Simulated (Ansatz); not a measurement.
CH5NSSi (`NC1[SiH2]S1`). The species carries charge 0 and has multiplicity 1. The structure was optimised at the PBE0-D4/def2-TZVP level. It is one conformer, not always the lowest.

```xyz
9

N    -1.214    0.793   -0.496
C    -0.291   -0.259   -0.474
Si    1.297   -0.238    0.458
S    -0.245   -1.492    1.067
H    -1.141    1.417    0.295
H    -2.172    0.489   -0.599
H    -0.342   -0.882   -1.361
H     2.525   -0.806   -0.145
H     1.584    0.979    1.255
```

**Question.** What is the dipole moment at r2SCAN/def2-TZVPP? (Best estimate.)

**Answer.** Ansatz gave: 1.55 D, with components (-0.21, 1.39, -0.67) D in this frame, pointing from negative to positive charge.

**Question.** And with PBE, B3LYP, ωB97M-V? (An estimate is asked.)

**Answer.** The calculation gave: PBE 1.49 D, B3LYP 1.44 D, ωB97M-V 1.37 D.

**Question.** Give the Mulliken charges with r2SCAN, B3LYP, PBE in def2-TZVPP. (An estimate is asked.)

**Answer.** Computed: 
```tsv
atom	r2SCAN	B3LYP	PBE
N1	-0.31	-0.29	-0.28
C2	-0.01	-0.04	-0.04
Si3	0.37	0.33	0.26
S4	-0.31	-0.30	-0.27
H5	0.15	0.14	0.16
H6	0.16	0.14	0.16
H7	0.10	0.14	0.13
H8	-0.07	-0.06	-0.05
H9	-0.07	-0.06	-0.06
```

B3LYP here is the variant with VWN-RPA as its local correlation; programs differ in this.
